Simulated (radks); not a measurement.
All-electron atom: V+ in [Ar] 3d4.

Calculated with a radial shooting solver on a logarithmic mesh with Libxc functionals: scalar-relativistic Kohn-Sham, BLYP, spin-unpolarised, spherical densities, finite nucleus; Fermi nuclear charge, rms radius 3.6002 fm.

Energy parts (hartree):
| part | energy |
|---|---|
| total | -949.01866 |
| kinetic | 957.85190 |
| electron-nucleus | -2255.92329 |
| Hartree | 394.47664 |
| exchange-correlation | -45.42392 |

Orbitals (lengths in bohr, moments of r in powers of bohr; r(90%) holds 90 % of the orbital's charge):
orbital  occ.  eigenvalue (hartree)   <1/r>  r(90%)
1s          2             -197.3423   22.84   0.119
2s          2             -22.23584   4.798   0.479
2p          6             -18.59059   4.702   0.450
3s          2              -2.68535   1.477    1.43
3p          6              -1.73201   1.337    1.59
3d          4              -0.33200  0.9034    2.82

The highest occupied level is 3d at -9.034 eV. The electron density at the nucleus is 9944 e/bohr^3 (large components only). The density falls to 0.001 e/bohr^3 at r = 3.70 bohr.
